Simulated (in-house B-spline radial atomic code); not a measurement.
Configurations of Se II (Se+), with energies counted from [Ar] 3d10 4s2 4p3. All numbers are computed (non-relativistic PBEsol, spin-polarised, spherical fractional occupations; point nucleus) with a radial B-spline atomic code at the basis-set limit, not measured. Shells without spins written out take the highest spin.

Occupations are held fixed; configurations that lie above the ionisation limit could autoionise.

| configuration | E - E(ref) (eV) | highest orbital | its <r> (bohr) |
| --- | --- | --- | --- |
| [Ar] 3d10 4s(0 up, 1 down) 4p(1 up, 3 down) | 10.83 | 4p up | 2.145 |
| [Ar] 3d10 4s2 4p2 5s1 | 11.866 | 5s up | 4.523 |
| [Ar] 3d10 4s2 4p(1 up, 1 down) 4f(0 up, 1 down) | 18.821 | 4f down | 8.444 |
| [Ar] 3d(5 up, 4 down) 4s2 4p(0 up, 3 down) 5d(0 up, 1 down) | 72.07 | 5d down | 7.903 |
| [Ne] 3s2 3p5 3d10 4s2 4p3 5d1 | 168.71 | 5d up | 7.893 |
| [Ne] 3s2 3p5 3d10 4s2 4p3 4f1 | 169.68 | 4f up | 8.34 |
| [Ne] 3s2 3p5 3d10 4s2 4p3 5f1 | 170.83 | 5f up | 14.16 |

(1) Order these further configurations by energy, lowest first.
A. [Ne] 3s2 3p5 3d10 4s2 4p3 5p1
B. [Ar] 3d10 4s1 4p3 5f1
C. [Ar] 3d10 4s1 4p3 5p1
D. [Ar] 3d10 4s2 4p(2 up, 1 down)
E. [Ar] 3d10 4s2 4p2 5f1

(2) How far above the reference does [Ar] 3d9 4s2 4p3 5s1 lie?

(3) How far above the reference does [Ar] 3d10 4s2 4p(0 up, 2 down) 5d(0 up, 1 down) lie?

(4) How far above the reference does [Ar] 3d9 4s2 4p3 4f1 lie?

Answers

(1) D (1.8333 eV), E (18.845 eV), C (22.108 eV), B (26.91 eV), A (165.86 eV).

(2) 66.405 eV; its least bound orbital is 5s up with <r> = 4.367 bohr.

(3) 16.872 eV; its least bound orbital is 5d down with <r> = 8.229 bohr.

(4) 72.586 eV; its least bound orbital is 4f up with <r> = 8.338 bohr.
